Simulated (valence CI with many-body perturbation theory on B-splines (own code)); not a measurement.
## Sr XXXII: electric-dipole lines

Method: relativistic CI+MBPT: five valence electrons over a frozen Dirac-Fock core [He], a basis of 9 s, 9 p, 8 d, 6 f, 3 g, 1 h functions for each j, with the one-electron correlation potential Σ1, the two-electron term Σ2, the three-electron term Σ3, Breit, model QED; selected CI, second order for the rest (own B-spline code, finite nucleus).

No measured spectrum was set against this ion. As an estimate, large intervals hold to a few tenths of a per cent, small ones and those within an open d or f shell to about a per cent. Among the levels kept, up to 1500 cm⁻¹ of a level comes from second order outside the variational space, and about a tenth of that is noise between levels of different J, which matters for small intervals.

Lines 51 to 100 of 227 in falling wavelength, among levels below 19378 × 10³ cm⁻¹, chosen from the strongest by gf and those to the six lowest levels. Wavelengths and rates use the calculated energies. Electric multipoles are in the length gauge, E1 and E2 with the static RPA response of the core. Weak lines are less certain than strong ones. Lines between different terms over intervals too small for the method are left out, as are lines whose strength nearly cancels. The highest levels of a list are the least certain.

Levels are named by their leading jj configuration (3d3/2^4 stands for four electrons in 3d with j = 3/2), which in mixed levels can hold well under half, so a name can repeat and another be missing. Letters in brackets count levels of one name in rising energy.

```
λ vac (nm)                               Upper                            Lower   A (s⁻¹)  S (a.u.) with core polarisation  S without
     17.64          (2s^2 2p3/2^2 3d5/2) J=3/2       (2s^2 2p3/2^2 3p3/2) J=1/2  4.23e+09                         4.58e-02   4.58e-02
     17.63  (2s^2 2p1/2 2p3/2 3p3/2) J=5/2 [b]  (2s^2 2p1/2 2p3/2 3s) J=3/2 [b]  9.74e+09                         1.58e-01   1.58e-01
     17.51  (2s^2 2p1/2 2p3/2 3d3/2) J=3/2 [a]   (2s^2 2p1/2 2p3/2 3p1/2) J=1/2  6.02e+09                         6.38e-02   6.38e-02
     16.99  (2s^2 2p1/2 2p3/2 3d3/2) J=1/2 [a]   (2s^2 2p1/2 2p3/2 3p1/2) J=1/2  9.22e+09                         4.47e-02   4.47e-02
     16.72  (2s^2 2p1/2 2p3/2 3p3/2) J=5/2 [b]      (2s^2 2p1/2 2p3/2 3s) J=5/2  6.37e+09                         8.81e-02   8.81e-02
     16.69  (2s^2 2p1/2 2p3/2 3p3/2) J=3/2 [b]      (2s^2 2p1/2 2p3/2 3s) J=1/2  4.29e+09                         3.94e-02   3.94e-02
     16.28      (2s 2p1/2^2 2p3/2 3p3/2) J=5/2      (2s 2p1/2^2 2p3/2 3s) J=5/2  6.51e+09                         8.32e-02   8.32e-02
     15.90  (2s^2 2p1/2 2p3/2 3d3/2) J=5/2 [b]   (2s^2 2p1/2 2p3/2 3p1/2) J=5/2  4.04e+09                         4.81e-02   4.81e-02
     15.72  (2s^2 2p1/2 2p3/2 3p3/2) J=1/2 [b]  (2s^2 2p1/2 2p3/2 3s) J=3/2 [b]  1.77e+10                         6.80e-02   6.80e-02
     15.66          (2s 2p1/2^2 2p3/2^2) J=3/2             (2s^2 2p3/2^3) J=3/2  3.31e+08                         2.51e-03   2.51e-03
     15.11      (2s^2 2p3/2^2 3p3/2) J=3/2 [a]          (2s^2 2p3/2^2 3s) J=3/2  1.64e+10                         1.11e-01   1.11e-01
     14.36      (2s^2 2p3/2^2 3p3/2) J=3/2 [a]          (2s^2 2p3/2^2 3s) J=5/2  5.67e+09                         3.32e-02   3.32e-02
     10.69         (2s 2p1/2 2p3/2^2 3s) J=7/2          (2s^2 2p3/2^2 3s) J=5/2  8.14e+09                         3.93e-02   3.94e-02
     10.26          (2s 2p1/2^2 2p3/2^2) J=5/2       (2s^2 2p1/2 2p3/2^2) J=5/2  2.33e+09                         7.44e-03   7.47e-03
     9.207          (2s 2p1/2^2 2p3/2^2) J=5/2       (2s^2 2p1/2 2p3/2^2) J=3/2  7.46e+09                         1.73e-02   1.73e-02
     8.828          (2s 2p1/2^2 2p3/2^2) J=1/2       (2s^2 2p1/2 2p3/2^2) J=1/2  7.92e+09                         5.38e-03   5.39e-03
     8.707            (2s 2p1/2 2p3/2^3) J=5/2             (2s^2 2p3/2^3) J=3/2  9.79e+09                         1.91e-02   1.92e-02
     8.257             (2p1/2^2 2p3/2^3) J=3/2     (2s 2p1/2 2p3/2^3) J=3/2 [b]  3.23e+10                         3.59e-02   3.60e-02
     7.950               (2p1/2 2p3/2^4) J=1/2               (2s 2p3/2^4) J=1/2  4.98e+10                         2.47e-02   2.48e-02
     7.847          (2s 2p1/2^2 2p3/2^2) J=3/2       (2s^2 2p1/2 2p3/2^2) J=5/2  5.06e+09                         4.82e-03   4.84e-03
     7.607            (2s 2p1/2 2p3/2^3) J=1/2             (2s^2 2p3/2^3) J=3/2  1.69e+09                         7.36e-04   7.38e-04
     7.193          (2s 2p1/2^2 2p3/2^2) J=1/2       (2s^2 2p1/2 2p3/2^2) J=3/2  2.18e+09                         8.01e-04   8.03e-04
     7.115        (2s 2p1/2 2p3/2^3) J=3/2 [b]             (2s^2 2p3/2^3) J=3/2  1.51e+10                         1.07e-02   1.07e-02
     6.898     (2s 2p1/2 2p3/2^2 3s) J=5/2 [a]  (2s^2 2p1/2 2p3/2 3s) J=3/2 [a]  3.47e+10                         3.37e-02   3.38e-02
     6.812             (2p1/2^2 2p3/2^3) J=3/2         (2s 2p1/2 2p3/2^3) J=5/2  6.43e+10                         4.01e-02   4.03e-02
     6.685        (2s 2p1/2 2p3/2^3) J=3/2 [a]       (2s^2 2p1/2 2p3/2^2) J=1/2  2.17e+09                         1.28e-03   1.28e-03
     6.625         (2s 2p1/2 2p3/2^2 3s) J=7/2      (2s^2 2p1/2 2p3/2 3s) J=5/2  2.36e+10                         2.72e-02   2.72e-02
     6.325          (2s 2p1/2^2 2p3/2^2) J=5/2       (2s^2 2p1/2^2 2p3/2) J=3/2  2.59e+10                         1.94e-02   1.95e-02
     6.208             (2p1/2^2 2p3/2^3) J=3/2     (2s 2p1/2 2p3/2^3) J=3/2 [a]  4.98e+10                         2.35e-02   2.36e-02
     6.092        (2s 2p1/2 2p3/2^3) J=3/2 [a]       (2s^2 2p1/2 2p3/2^2) J=5/2  5.60e+09                         2.50e-03   2.51e-03
     5.703        (2s 2p1/2 2p3/2^3) J=3/2 [a]       (2s^2 2p1/2 2p3/2^2) J=3/2  1.11e+11                         4.08e-02   4.09e-02
     5.632         (2s 2p1/2^2 2p3/2 3s) J=1/2          (2s^2 2p1/2^2 3s) J=1/2  8.16e+10                         1.44e-02   1.44e-02
     5.626     (2s 2p1/2^2 2p3/2 3s) J=3/2 [b]          (2s^2 2p1/2^2 3s) J=1/2  6.84e+10                         2.41e-02   2.41e-02
     5.604            (2s 2p1/2 2p3/2^3) J=5/2       (2s^2 2p1/2 2p3/2^2) J=5/2  9.42e+10                         4.91e-02   4.92e-02
     5.603  (2s 2p1/2^2 2p3/2 3p1/2) J=3/2 [b]       (2s^2 2p1/2^2 3p1/2) J=1/2  4.72e+10                         1.64e-02   1.64e-02
     5.565               (2p1/2 2p3/2^4) J=1/2     (2s 2p1/2 2p3/2^3) J=3/2 [b]  2.12e+11                         3.61e-02   3.62e-02
     5.541            (2s 2p1/2 2p3/2^3) J=1/2       (2s^2 2p1/2 2p3/2^2) J=1/2  8.76e+10                         1.47e-02   1.48e-02
     5.316          (2s 2p1/2^2 2p3/2^2) J=3/2       (2s^2 2p1/2^2 2p3/2) J=3/2  1.26e+11                         3.72e-02   3.73e-02
     5.305          (2s 2p1/2^2 2p3/2^2) J=1/2       (2s^2 2p1/2^2 2p3/2) J=3/2  9.43e+10                         1.39e-02   1.39e-02
     5.275        (2s 2p1/2 2p3/2^3) J=3/2 [b]       (2s^2 2p1/2 2p3/2^2) J=1/2  4.26e+10                         1.24e-02   1.24e-02
     5.274            (2s 2p1/2 2p3/2^3) J=5/2       (2s^2 2p1/2 2p3/2^2) J=3/2  2.18e+09                         9.47e-04   9.49e-04
     5.142                  (2s 2p3/2^4) J=1/2             (2s^2 2p3/2^3) J=3/2  2.69e+11                         3.60e-02   3.61e-02
     5.056             (2p1/2^2 2p3/2^3) J=3/2       (2s 2p1/2^2 2p3/2^2) J=3/2  8.43e+10                         2.15e-02   2.16e-02
     4.899        (2s 2p1/2 2p3/2^3) J=3/2 [b]       (2s^2 2p1/2 2p3/2^2) J=5/2  2.51e+11                         5.84e-02   5.85e-02
     4.850            (2s 2p1/2 2p3/2^3) J=1/2       (2s^2 2p1/2 2p3/2^2) J=3/2  1.66e+11                         1.87e-02   1.88e-02
     4.448        (2s 2p1/2 2p3/2^3) J=3/2 [a]       (2s^2 2p1/2^2 2p3/2) J=3/2  2.16e+10                         3.75e-03   3.76e-03
     4.390             (2p1/2^2 2p3/2^3) J=3/2       (2s 2p1/2^2 2p3/2^2) J=5/2  3.77e+10                         6.29e-03   6.31e-03
     3.911            (2s 2p1/2 2p3/2^3) J=1/2       (2s^2 2p1/2^2 2p3/2) J=3/2  1.68e+10                         9.94e-04   9.96e-04
     3.777        (2s 2p1/2 2p3/2^3) J=3/2 [b]       (2s^2 2p1/2^2 2p3/2) J=3/2  1.71e+10                         1.82e-03   1.82e-03
     3.715                  (2s 2p3/2^4) J=1/2       (2s^2 2p1/2 2p3/2^2) J=3/2  2.98e+10                         1.51e-03   1.51e-03
```
